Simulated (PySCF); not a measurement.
## Basis-set dependence of the excitation energy of Se+

Se+ [Ar] 3d10 4s2 4p3 (4S) → Se+ [Ar] 3d10 4s1 4p3 5s1 (6S). All values are computed (PySCF 2.14, energy differences of UHF-based or UKS calculations, no spin-orbit coupling). Values in eV.

```json
{"basis": "aug-cc-pwCVDZ-PP with ECP10MDF", "Hamiltonian": "ECP", "functions": "48", "UHF": "17.999", "LDA": "20.719", "PBE0": "20.167", "MP2 (valence)": "19.047"}
{"basis": "aug-cc-pVTZ-PP with ECP10MDF", "Hamiltonian": "ECP", "functions": "55", "UHF": "18.003", "LDA": "20.712", "PBE0": "20.164", "MP2 (valence)": "19.269"}
{"basis": "aug-cc-pVTZ-PP with one added diffuse shell each of s, d, f type with ECP10MDF", "Hamiltonian": "ECP", "functions": "68", "UHF": "18.003", "LDA": "20.712", "PBE0": "20.165", "MP2 (valence)": "19.270"}
{"basis": "aug-cc-pVQZ-PP with one added diffuse shell each of s, p, d, f, g type with ECP10MDF", "Hamiltonian": "ECP", "functions": "114", "UHF": "17.991", "LDA": "20.714", "PBE0": "20.157", "MP2 (valence)": "19.374"}
```

Frozen outside the core potential: valence: 3s2 3p6 3d10.
